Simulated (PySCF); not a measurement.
# Nuclear quadrupole coupling in `CP(C[SiH3])c1ccco1`

C6H11OPSi.
Structure used (GFN2-xTB), in Å, numbered top down from 1:
```
atom  x, y, z in Å
C1    -0.6089    2.2025   -0.6932
P2    -0.3374    0.6034   -1.5836
C3    -1.7804   -0.3614   -0.9208
Si4   -1.8750   -0.8143    0.9316
C5     0.9764   -0.0534   -0.5147
C6     2.0481   -0.8462   -0.8157
C7     2.7335   -1.0650    0.4019
C8     2.0318   -0.3873    1.3496
O9     0.9706    0.2274    0.8086
H10   -1.4854    2.6885   -1.1197
H11    0.2572    2.8421   -0.8557
H12   -0.7551    2.0442    0.3724
H13   -1.8095   -1.2857   -1.5046
H14   -2.6652    0.2088   -1.2160
H15   -1.7369    0.3531    1.8020
H16   -3.2110   -1.3868    1.1293
H17   -0.8718   -1.8282    1.2573
H18    2.3075   -1.2212   -1.7847
H19    3.6236   -1.6421    0.5480
H20    2.1828   -0.2678    2.4048
```

Field gradients from the PBE0/pcSseg-1 density (PySCF, non-relativistic), principal values in atomic units, ordered |Vxx| ≤ |Vyy| ≤ |Vzz|:

```
atom      Vxx      Vyy     Vzz
  O9  -0.6852  -0.7303  1.4155
```

Task: Find the asymmetry η = (Vxx − Vyy)/Vzz and the couplings χ = eQV/h (234.96 MHz × Q in barn × V in au), with Q(17O) = −0.0256 b.

Result: 
| atom | environment | nucleus | η | χzz (MHz) | χxx (MHz) | χyy (MHz) |
| --- | --- | --- | --- | --- | --- | --- |
| O9 | furan-type oxygen | 17O | 0.03 | -8.51 | 4.12 | 4.39 |

The gradient is axial or nearly so (η below 0.05) at O9. The tensor is traceless: Vxx + Vyy + Vzz = 0.

Task: What is Vzz at O9 in SI units (1 au = 9.71736 × 10²¹ V/m²)?

Result: 1.4155 au = 13.755 × 10²¹ V/m².

Task: And the gradient at the other heavy atoms, for which no coupling is worked out here?

Result: 
| atom | environment | Vzz (au) | η |
| --- | --- | --- | --- |
| C1 | sp3 carbon bound to phosphorus | 0.083 | 0.42 |
| P2 | phosphine phosphorus | -1.487 | 0.17 |
| C3 | sp3 carbon bound to silicon | 0.081 | 0.95 |
| Si4 | SiH3 silicon | 0.153 | 0.27 |
| C5 | substituted aromatic carbon | -0.331 | 1.00 |
| C6 | aromatic CH carbon | 0.237 | 0.21 |
| C7 | aromatic CH carbon | 0.207 | 0.21 |
| C8 | aromatic CH next to a ring oxygen | -0.335 | 0.78 |

Were the hydrogens deuterons (Q(2H) = 0.00286 b), χzz would run from 108 kHz (H16) to 235 kHz (H19).

Geometry: GFN2-xTB, one conformer, isolated molecule. GFN2-xTB bond lengths can be off by several hundredths of an ångström, more for odd bonds, and the gradients follow them. These gradients aren't converged with respect to the basis.
